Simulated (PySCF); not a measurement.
A calculated (UHF, PySCF 2.14, x2c-SVPall, the spin-free X2C one-electron Hamiltonian (Gaussian nucleus)) atom or ion has these occupied shells.

```tsv
shell	electrons	orbital energy (eV)	rms radius, mean of both spins (bohr)
1s α	1	-637.42	0.229
1s β	1	-635.81	0.229
2s α	1	-90.410	1.08
2s β	1	-85.005	1.08
2p α	1	-78.156	1.01
```

(1) Name the element and its charge.

## Answers

(1) O(3+) (oxygen, charge +3), in [He] 2s2 2p1, 2P determinant.
